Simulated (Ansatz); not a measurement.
CH$_{4}$F$_{2}$OSi, SMILES `FC(F)O[SiH3]` from Hartree–Fock to CCSD(T)

```xyz
9

F    -1.504   -0.030    1.400
C    -1.346    0.166    0.070
F    -1.096    1.492   -0.088
O    -0.335   -0.575   -0.407
Si    1.298   -0.284   -0.172
H    -2.283   -0.078   -0.435
H     1.946   -1.558   -0.552
H     1.571    0.054    1.244
H     1.749    0.813   -1.059
```

Charge 0, multiplicity 1. The geometry is a stationary point of PBE0-D4/def2-TZVP. It is one conformer, not always the lowest. Frozen core, restricted reference, the Gaussian-basis code of Ansatz. CBS rows extrapolate triple and quadruple zeta; past MP2 they add the triple-zeta difference.

```csv
basis,HF (Eh),MP2 corr.
def2-SVP,-602.57224,-0.77999
def2-TZVPP,-603.06815,-1.01738
def2-QZVPP,-603.09148,-1.10533
```

Question: Estimate the CCSD correlation energy and the (T) correction in each basis where they were run (hartree).

Answer: 
```csv
basis,CCSD corr.,(T)
def2-SVP,-0.81628,-0.01674
def2-TZVPP,-1.04479,-0.03392
CBS(def2),-1.19787,as TZ
```
